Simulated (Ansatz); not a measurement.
Species: sum formula Si₂N₂H₇, net charge -1, singlet state. It need not be the lowest isomer of its formula. Whether it binds its extra electron was not tested at this geometry. 
Coordinates optimised at B3LYP-D3(BJ)/def2-TZVP (Ansatz, a quantum-chemistry and plane-wave program):
```xyz
11

N      1.6626     0.7892    -0.3559
Si     1.0614    -0.9607    -0.3126
Si    -1.2085    -0.3458     0.2243
N     -1.2485     1.4185     0.3481
H      1.8988     1.2008     0.5392
H      2.4568     0.9030    -0.9704
H      1.3933    -1.3196     1.1491
H     -2.2407    -0.7497    -0.8121
H     -1.8663    -0.8993     1.4681
H     -2.0676     1.9066     0.0133
H     -0.4137     1.7953    -0.0953
```
Charge -1, spin multiplicity 1.

Parts of the frozen-core correlation energy in cc-pV(D+d)Z (Ansatz, hartree). Frozen orbitals: 12; correlated occupied orbitals by spin: 13 and 13; virtual: 84 and 84. No spin-orbit coupling. No relativistic terms.

```
term                            value
-------------------------  ----------
reference (HF)             -690.85762
MP2 opposite-spin                   …
MP2 same-spin                       …
CCSD correlation                    …
(T)                          -0.01729
T1 diagnostic                   0.013
largest doubles amplitude       0.050
```

Fill in the missing entries.


- MP2 opposite-spin, value: -0.43159
- MP2 same-spin, value: -0.12656
- CCSD correlation, value: -0.61621
